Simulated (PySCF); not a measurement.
CH5F3GeSi.
Numbering: `[F:1][C:2]([F:3])([F:4])[GeH2:5][SiH3:6]` (hydrogens: H7, H8 on Ge5; H9, H10, H11 on Si6)

Geometry (PBE0-D3(BJ)/def2-SVP, Å), atoms numbered from 1 in this order:
```
atom  x, y, z in Å
F1     2.829   -0.458    0.380
C2     1.575   -0.130    0.707
F3     1.194   -0.950    1.698
F4     1.604    1.112    1.211
Ge5    0.326   -0.243   -0.851
Si6   -1.856    0.312   -0.085
H7     0.865    0.737   -1.905
H8     0.426   -1.680   -1.385
H9    -2.271   -0.670    0.959
H10   -1.845    1.690    0.488
H11   -2.810    0.254   -1.232
```

Method used: PySCF 2.14.0, PBE0-D3(BJ)/def2-SVP geometry optimisation, gas phase.

Masses are those of the commonest isotopes; rigid-rotor values at the optimised geometry. 

(1) Give the principal moments of inertia and the rotational constants in cm⁻¹.

(2) What kind of rotor is it?

(3) Is it planar, by Δ = Ic − Ia − Ib?

(4) Give the other two planar moments, Paa and Pbb, and the rms extents of the mass along the axes.

(5) List the rotational levels J(Ka,Kc) to J = 3 (MHz).

(6) Predict some low-J microwave lines.

Answers

(1) Ia = 170.92, Ib = 421.18, Ic = 491.24 u·Å²; 505379 MHz·u·Å²/I gives 2957, 1200 and 1029 MHz, that is A = 0.09863, B = 0.04002, C = 0.03432 cm⁻¹.

(2) An asymmetric top. Ray's parameter κ = (2B − A − C)/(A − C) = -0.822; −1 is the prolate and +1 the oblate limit.

(3) Not planar: Δ = Ic − Ia − Ib = -100.86 u·Å². For a rigid frame Δ = −2 Σ m c², so Σ m c² = 50.43 u·Å² lies off the ab plane: 6.19 from hydrogen and 44.24 from heavier atoms. The atom farthest from that plane is 1.26 Å away.

(4) Paa = Σ m a² = (Ib + Ic − Ia)/2 = 370.75 and Pbb = Σ m b² = (Ia + Ic − Ib)/2 = 120.49 u·Å². With the mass M = 175.93 u, the rms extents √(P/M) along a, b and c are 1.45, 0.83, 0.54 Å.

(5) Above 0(0,0):
J = 1: 1(0,1) 2229, 1(1,1) 3986, 1(1,0) 4157
J = 2: 2(0,2) 6674, 2(1,2) 8272, 2(1,1) 8785, 2(2,1) 14056, 2(2,0) 14068
J = 3: 3(0,3) 13313, 3(1,3) 14694, 3(1,2) 15720, 3(2,2) 20742, 3(2,1) 20801, 3(3,1) 29961, 3(3,0) 29962
Those of J = 1 are B + C, A + C and A + B.

(6) The dipole components are |μa| = 1.90 D, |μb| = 0.72 D, |μc| = 0.00 D. Intensities carry the squares of the components, which stand as 1.00 : 0.14 : 0.00 (a : b : c). Some lines, for components of 0.1 D or more:

```csv
type,branch,"J(Ka,Kc)",MHz,lower level (cm⁻¹)
a,Q,"2(1,1) ← 2(1,2)",513,0.276
b,Q,"2(1,1) ← 2(0,2)",2111,0.223
a,R,"1(0,1) ← 0(0,0)",2229,0.000
b,R,"2(0,2) ← 1(1,1)",2689,0.133
b,Q,"4(1,3) ← 4(0,4)",2840,0.738
a,R,"2(1,1) ← 1(1,0)",4629,0.139
b,R,"3(0,3) ← 2(1,2)",5041,0.276
b,Q,"2(2,0) ← 2(1,1)",5283,0.293
a,R,"3(1,3) ← 2(1,2)",6422,0.276
a,R,"4(3,2) ← 3(3,1)",8937,0.999
b,Q,"3(3,0) ← 3(2,1)",9161,0.694
b,Q,"4(3,2) ← 4(2,3)",9251,0.989
b,Q,"4(4,0) ← 4(3,1)",12873,1.298
b,R,"3(3,0) ← 2(2,1)",15906,0.469
b,R,"4(4,1) ← 3(3,0)",21813,0.999
```

No PBE0-D3(BJ)/def2-SVP frequencies stand behind this structure, so it isn't proved a minimum. These are rigid-rotor constants of the computed structure; measured ground-state constants (B0) also hold zero-point vibration. A rigid rotor knows nothing of internal rotation, which can split or shift real lines.
